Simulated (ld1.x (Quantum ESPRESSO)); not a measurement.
## Which change was made? (F, TM)

- Element: fluorine (F)
- Generator: ld1.x (Quantum ESPRESSO) 7.5
- Type: norm-conserving Troullier–Martins (Kleinman–Bylander form)
- Functional: LDA (PZ)
- Relativity: scalar-relativistic
- Frozen core: [He]
- Valence charge: 7
- Reference configuration: 2s1.75 2p5.25
- Partial waves: 2s (bound): rc 0.60 bohr; 2p (bound): rc 1.40 bohr; 3d channel at 0.4 Ry: rc 1.50 bohr
- Local potential: the d channel
- Core correction: none

Cutoffs, loose and tight: the cutoffs (Ry, on a coarse ladder) from which the occupation-weighted sum of valence levels, in a spherical-Bessel basis at the reference potential, stays within 10 and 1 mRy of its value at 400 Ry. They do not see the model core or the augmentation charge, which bear on the density cutoff. Test errors are all-electron minus pseudo excitation energies from the reference, over the configurations 2s2 2p5; 2s2 2p4; 2s2 2p3; 2s2 2p4.5; 2s2 2p5.3; 2s1 2p6; 2s1 2p5 (two spin-polarised tests are not counted in the largest error); variants that change the core or the reference have their own tests.

The base gives: outcome: generated; cutoff, loose: 160 Ry; cutoff, tight: 260 Ry; bound ghosts: none; largest test error (meV): +257.

After one change the result is: outcome: generated; cutoff, loose: 110 Ry; cutoff, tight: 230 Ry; bound ghosts: s; largest test error (meV): +640. Which change was it?
A. all radii scaled by about 1.14 (s 0.68, p 1.60, d 1.72 bohr)
B. all radii scaled by about 1.36 (s 0.82, p 1.90, d 2.04 bohr)
C. all radii scaled by about 0.74 (s 0.44, p 1.04, d 1.10 bohr)
D. all radii scaled by about 1.24 (s 0.74, p 1.74, d 1.86 bohr)

D. The others give: all radii scaled by about 0.74 (s 0.44, p 1.04, d 1.10 bohr) → outcome: generated; bound ghosts: none; largest test error (meV): +90 | all radii scaled by about 1.36 (s 0.82, p 1.90, d 2.04 bohr) → outcome: generated; cutoff, loose: 90 Ry; cutoff, tight: 200 Ry; bound ghosts: none; largest test error (meV): +957 | all radii scaled by about 1.14 (s 0.68, p 1.60, d 1.72 bohr) → outcome: generated; cutoff, loose: 110 Ry; cutoff, tight: 260 Ry; bound ghosts: none; largest test error (meV): +480.
